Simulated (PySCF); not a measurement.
Run record: geometry optimisation, Sn(vinyl)3(NCO) (`C=[CH][Sn]([CH]=C)([CH]=C)[N]=C=O`).

Method: PBE0-D3(BJ)/def2-SVP geometry optimisation, gas phase, def2 core potentials past Kr (PySCF 2.14.0). Start geometry: GFN2-xTB. A driver script takes a list of jobs; this job's settings line and coordinates (Å) are shown.

Input:
```
{"job": {"xc": "PBE0", "basis": "def2-SVP", "d3": "d3bj", "grid": 1, "maxiter": 30, "shake": 0.03, "kind": "geom"}, "charge": 0, "multiplicity": 1}
Sn     0.307820     0.346550     0.169430
C     -0.177110     0.311580     2.294200
C     -0.924180    -0.643270     2.837210
H      0.353390     1.131080     2.888520
H     -1.296380    -1.465090     2.259450
H     -1.059100    -0.644180     3.920900
C      2.347580     0.056210    -0.416420
C      2.763220    -1.006800    -1.064500
H      3.020470     0.852560    -0.096610
H      2.022440    -1.814560    -1.293150
H      3.724780    -1.182720    -1.297240
C     -0.733170     2.049410    -0.885490
C     -1.750940     1.882620    -1.861650
H     -0.500890     3.056430    -0.610010
H     -1.995450     0.831620    -2.123500
H     -2.144760     2.719170    -2.320400
N     -0.672210    -1.180670    -0.584350
C     -1.368190    -2.159200    -0.748990
O     -1.980090    -3.147300    -0.982830
```

Output:
```
step   0  E = -615.58109029  max force = 0.088273
step   1  E = -615.61046874  max force = 0.015160
step   2  E = -615.61213221  max force = 0.014380
step   3  E = -615.61357075  max force = 0.004326
step   4  E = -615.61367049  max force = 0.001761
step   5  E = -615.61372509  max force = 0.001014
step   6  E = -615.61373370  max force = 0.000652
step   7  E = -615.61374116  max force = 0.000418
optimisation converged
```

Energies in Eh; «max force» is the largest Cartesian gradient component in Eh/bohr.

Task: How much energy does the optimisation release, in eV?

Result: E(step 0) − E(last step) = 0.032651 Eh, which is 0.888 eV.

Task: Give the first gradient maximum in eV/Å.

Result: With 1 Eh/bohr = 51.422 eV/Å, 4.539 eV/Å.

Main results: final energy -615.61374 Eh after 7 steps; dipole 4.08 D.

Task: Where do the atoms end?

Result: 0.085 Å rms from the input after alignment:
```
atom  x, y, z in Å
Sn1    0.2563    0.4140    0.1634
C2    -0.1355    0.3346    2.2578
C3    -0.9021   -0.6154    2.7981
H4     0.3021    1.1045    2.9050
H5    -1.3646   -1.4062    2.1969
H6    -1.1061   -0.6476    3.8751
C7     2.2907    0.1002   -0.3835
C8     2.6646   -0.9829   -1.0690
H9     3.0414    0.8484   -0.1018
H10    1.9460   -1.7522   -1.3733
H11    3.7088   -1.1486   -1.3595
C12   -0.6957    2.0358   -0.8364
C13   -1.6282    1.8250   -1.7692
H14   -0.4145    3.0629   -0.5742
H15   -1.9386    0.8149   -2.0595
H16   -2.1259    2.6545   -2.2857
N17   -0.6846   -1.2237   -0.6060
C18   -1.3270   -2.2229   -0.7575
O19   -1.9498   -3.2020   -0.9361
```

Time: 6.0 min wall; peak memory 1.1 GiB. Hardware: an Arm Neoverse N1 with one thread, shared host with 64 logical CPUs at a one-minute load of 62.
Labels such as C1 count atoms from 1, the log's own numbers from 0.
